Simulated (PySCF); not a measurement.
PySCF input file for B(Cl)(Et)(OH) (C2H6BClO), SMILES C(C)B(O)Cl, C-PCM-ωB97X/def2-SVP. Coordinates come from a PBE0-D3(BJ)/def2-SVP optimisation. This is a generated structure with no PubChem entry under its InChIKey; it may be hypothetical. The values are those of a single conformer.

```python
import numpy as np
from pyscf import gto, scf, dft
from pyscf.solvent import pcm

mol = gto.M(
    atom='''
    B     0.25862134    0.51670600    0.18208476
    Cl   -1.06064250   -0.33041995    1.04361071
    C     0.63275033    0.14229726   -1.29169659
    C     0.40704319   -1.30294244   -1.71881187
    H     1.67521071    0.45759846   -1.46690772
    H     0.02402347    0.81933132   -1.92353239
    H    -0.63894795   -1.60660203   -1.56242891
    H     1.03429709   -1.99728273   -1.13816558
    H     0.64603480   -1.45439848   -2.78231631
    O     0.90032987    1.51252678    0.82217772
    H     0.55579741    1.67861935    1.70717390
    ''',
    basis='def2-SVP',
    charge=0,
    spin=0,
    max_memory=1600,
    verbose=3,
)
mf = dft.RKS(mol, xc='wb97x').density_fit(auxbasis='def2-universal-jkfit')
mf.grids.level = 3
mf.conv_tol = 1e-9
mf.max_cycle = 100
mf.kernel()
res = {}
for name, eps in {'water': 78.355, 'N,N-dimethylformamide': 37.219, 'chloroform': 4.7113}.items():
    s = mf.PCM()
    s.with_solvent.method, s.with_solvent.eps, s.with_solvent.lebedev_order = 'C-PCM', eps, 29
    s.kernel(mf.make_rdm1())
    res[name] = (s.e_tot, eps, s.dip_moment(), s.mo_energy, s.converged)
    print(f'{name}: electrostatic solvation free energy {(s.e_tot - mf.e_tot) * 627.509474:.3f} kcal/mol')
```

Program output:

```
converged SCF energy = -639.890503468466

WARN: PCM is an experimental feature. It is still in testing.
Features and APIs may be changed in the future.

converged SCF energy = -639.896754324204
Dipole moment(X, Y, Z, Debye):  0.36554,  0.81802,  0.42898
water: electrostatic solvation free energy -3.922 kcal/mol

WARN: PCM is an experimental feature. It is still in testing.
Features and APIs may be changed in the future.

converged SCF energy = -639.896657170828
Dipole moment(X, Y, Z, Debye):  0.36391,  0.81465,  0.42778
N,N-dimethylformamide: electrostatic solvation free energy -3.862 kcal/mol

WARN: PCM is an experimental feature. It is still in testing.
Features and APIs may be changed in the future.

converged SCF energy = -639.89540335555
Dipole moment(X, Y, Z, Debye):  0.34357,  0.77236,  0.41237
chloroform: electrostatic solvation free energy -3.075 kcal/mol
```

Self-consistency was reached.
